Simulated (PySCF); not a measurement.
Sn(OH)2(SH)2, SMILES [OH][Sn]([OH])([SH])[SH] (H4O2S2Sn), singlet, B3LYP/def2-SVP optimised geometry.

```
9

O     -1.65     0.61     0.00
Sn    -0.77    -1.17     0.00
O     -1.25    -1.89     1.79
S      1.65    -1.17     0.00
S     -1.65    -2.43    -1.89
H     -1.36     1.17    -0.73
H     -2.12    -1.58     2.07
H      1.66    -1.19     1.36
H     -0.68    -3.36    -1.78
```

Density from B3LYP/def2-TZVP, def2 effective core potentials past Kr in PySCF 2.14.0 at that geometry. The core electrons that the potentials of Sn replace are not part of the density.

Minimum of the electron density along straight lines between bonded atoms, close to the bond critical point (lines longer than 1.1 times the sum of covalent radii, or with two minima, are not listed):

```csv
bond,length / Å,ρ at the minimum / e bohr⁻³,∇²ρ there / e bohr⁻⁵,position (fraction from the first atom)
O1–Sn2,1.991,0.116,0.44,0.49
Sn2–O3,1.985,0.118,0.44,0.51
Sn2–S4,2.426,0.084,0.08,0.48
Sn2–S5,2.433,0.082,0.08,0.48
O1–H6,0.968,0.351,-2.29,0.80
O3–H7,0.969,0.350,-2.30,0.80
S4–H8,1.356,0.209,-0.58,0.65
S5–H9,1.355,0.209,-0.58,0.65
```
